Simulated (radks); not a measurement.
Valence configurations of B2+ (all share [He]). Calculated with a radial shooting solver on a logarithmic mesh with Libxc functionals: scalar-relativistic Kohn-Sham, r2SCAN, spin-polarised, spherical densities, finite nucleus; open shells are filled with parallel spins first; meta-GGA in the generalised Kohn-Sham scheme; Fermi nuclear charge, rms radius 2.406 fm. Energies are relative to 2s1; eigenvalues in eV for spin up.

| valence | E (eV) | moment (Bohr magnetons) | e(2p) | e(2s) |
|---|---|---|---|---|
| 2s1 | 0.000 | 1 | - | -32.919 |
| 2s0.5 2p0.5 | 3.453 | 1 | -25.882 | -32.756 |
| 2p1 | 6.814 | 1 | -25.719 | - |

NIST lists [He] 2s1 as the ground configuration; this level of theory agrees among the configurations tried. The energies are those of spherical high-spin densities, not of single terms.
